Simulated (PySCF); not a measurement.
C5H8Si, SMILES C(C([SiH2]C)=C)#C.

Geometry optimised at B3LYP-D3(BJ)/def2-SVP. This is a generated structure with no PubChem entry under its InChIKey; it may be hypothetical. The values are those of a single conformer.

Calculation: PBE/def2-TZVP in PySCF.

Isolated molecule, no solvent.

```json
{
 "total_energy": "-484.41608 hartree",
 "highest_occupied_level": "-6.15 eV",
 "lowest_empty_level": "-2.14 eV",
 "orbital_gap": "4.01 eV",
 "dipole_moment": "0.62 D",
 "quadrupole, principal values (traceless, Buckingham form, about the centre of nuclear charge)": "-5.76, 0.66, 5.11 D·Å",
 "mean_static_polarisability": "89.3 bohr³ (13.23 Å³)",
 "polarisability_principal_values": "64.1, 91.6, 112.0 bohr³"
}
```
